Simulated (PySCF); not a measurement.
C5H9N, SMILES CC(=C=CN)C. The structure is a stationary point at ωB97X-D3(BJ)/def2-SVP. The structure was generated by enumeration, and PubChem lists no compound with its InChIKey, so it may never have been made. Other conformers were not sampled.

Computed equilibrium geometry at ωB97X-D3(BJ)/def2-SVP (PySCF confirms it by a frequency run) as Cartesian coordinates in Å (one conformer of several):
```xyz
15

C     -1.8825    -1.0855    -0.2017
C     -0.9492     0.0892     0.0007
C     -1.5852     1.3502     0.5468
C      0.3345     0.0226    -0.2873
C      1.6212     0.0033    -0.5702
N      2.6744    -0.2720     0.3220
H     -2.6911    -0.8187    -0.9041
H     -1.3504    -1.9615    -0.5980
H     -2.3638    -1.3665     0.7509
H     -0.8472     2.1551     0.6676
H     -2.0557     1.1535     1.5257
H     -2.3835     1.7030    -0.1290
H      1.9502     0.2832    -1.5800
H      2.3644    -0.7114     1.1835
H      3.4238    -0.8114    -0.1010
```
Charge 0, spin multiplicity 1.
